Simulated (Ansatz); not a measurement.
Reaction (formal exchange of groups at the Si–Si bond): `C[SiH2][SiH2]C=N` + `BOC` → `BOC[SiH2]C` + `N=C[SiH3]`

Calculated with Ansatz (gas phase, PBE0-D4/def2-TZVP geometries, no zero-point term in ΔE). CCSD(T)/CBS adds triple-zeta CCSD(T) − MP2 to the extrapolated MP2 energy (def2 sets, frozen cores). DFT in def2-TZVPP. B3LYP here is the variant with VWN-RPA as its local correlation; programs differ in this. Each species was taken in one conformer, which may not be the lowest.

Problem. Is it downhill or uphill in electronic energy at CCSD(T)/CBS, and by how much? (An estimate is asked.)

Solution. The calculation gave: Uphill: ΔE = +5.2 kcal/mol.

Problem. What do these levels give: PBE-D4, r2SCAN-D4, B3LYP-D4, PBE, r2SCAN, SCS-MP2/def2-TZVPP, CCSD(T)/def2-TZVPP, HF/def2-QZVPP, MP2/def2-QZVPP, SCS-MP2/def2-QZVPP, HF/CBS(def2), MP2/CBS(def2)? (An estimate is asked.)

Solution. Computed: PBE-D4 7.8, r2SCAN-D4 6.1, B3LYP-D4 5.5, PBE 7.3, r2SCAN 6.0, SCS-MP2/def2-TZVPP 4.1, CCSD(T)/def2-TZVPP 5.3, HF/def2-QZVPP 3.3, MP2/def2-QZVPP 4.5, SCS-MP2/def2-QZVPP 4.0, HF/CBS(def2) 3.2, MP2/CBS(def2) 4.5 kcal/mol.

Largest T1 diagnostic among the species: 0.014.

The D4 term adds +0.8 kcal/mol with B3LYP and +0.5 kcal/mol with PBE0; it sums over pairs of atoms, weighted by their polarisabilities, and B3LYP, whose exchange is more repulsive, gets the larger term. In def2-TZVPP, CCSD(T) changes the Hartree–Fock value by +1.8 kcal/mol (the triples alone add +0.3 kcal/mol) and MP2 by +1.1 kcal/mol.
